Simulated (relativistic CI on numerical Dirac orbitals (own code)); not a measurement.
Nb⁴⁺: L-alpha,beta X-ray emission

Computed with this model: Dirac-Coulomb-Breit CI, separate exchange-only KLI orbitals for each configuration, QED by a radiative potential, valence Slater integrals scaled by 0.8, multiplet model of X-ray emission after core ionisation; configurations [Kr] 4d → [He] 2s2 2p5 3s2 3p6 3d10 4s2 4p6 4d → [Ar] 3d9 4s2 4p6 4d; 300 K; Lorentzian 2 eV and Gaussian 0.6 eV FWHM. Energies are those of the free ion, without screening or charge transfer. S is read from ⟨S²⟩ = S(S + 1).

free ion: ground-state S = 0.50, centroid 2198.92 eV. Peaks (eV, height): 2168.0 (100), 2259.6 (52).

Strongest unbroadened transitions for free ion:

```
Energy (eV)  Relative strength
    2164.54                4.9
    2165.35               13.1
    2167.56                5.6
    2167.58                5.6
    2167.63               10.5
    2167.70                8.5
    2167.76               46.8
    2167.81               26.6
    2168.09              100.0
    2168.10               19.1
    2168.59               10.3
    2168.77               13.6
    2251.30                5.2
    2258.91               24.2
    2259.50               24.1
    2259.72               65.2
    2260.07               14.0
    2260.55               10.6
```
